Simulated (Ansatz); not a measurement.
C2H9ClOSi2, SMILES CO[Si@@H]([SiH2]C)Cl.

Geometry optimised at r2SCAN-D4/def2-SVP. The structure was generated by enumeration; whether it is a known compound was not checked. Other conformers were not sampled.

Two levels are set side by side: PBE/def2-SVPD (Ansatz, an electronic-structure program) and PBE0/def2-SVPD (Ansatz). Energy differences of separate SCF runs at the same geometry; the states with an electron removed or added have multiplicity 2 and 2. Differences are taken from unrounded values.

```tsv
quantity	PBE0
vertical ionisation energy (eV)	9.77
vertical singlet–triplet gap (eV)	5.75
```

### Question
What does PBE give, and how far is it from PBE0? (An estimate is asked for; the answer gives what the named calculation found.)

### Answer

```tsv
quantity	PBE	PBE minus PBE0
vertical ionisation energy (eV)	9.34	-0.43
vertical singlet–triplet gap (eV)	5.35	-0.39
```
